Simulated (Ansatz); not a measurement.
Computed with Ansatz.

A structure relaxed at PBE0-D4/def2-TZVP, charge 0, multiplicity 1:

```xyz
6

N    -1.133    0.368    0.523
Nb    0.401   -0.131   -0.087
F     1.489   -0.495    1.375
Cl    0.047   -1.999   -1.358
Cl    1.224    1.596   -1.339
H    -2.029    0.659    0.887
```

Problem. Give its formula and SMILES.

Solution. Cl2FHNNb, `[NH]=[Nb]([F])([Cl])[Cl]`.

Problem. Point group (tolerance 0.08 Å, 0.16 Å for H)?

Solution. Cs.

Problem. Summarise the bond lengths by kind.

Solution. 1 × N–Nb 1.725 Å; 1 × H–N 1.010 Å; 1 × F–Nb 1.858 Å; 2 × Cl–Nb 2.287 Å.
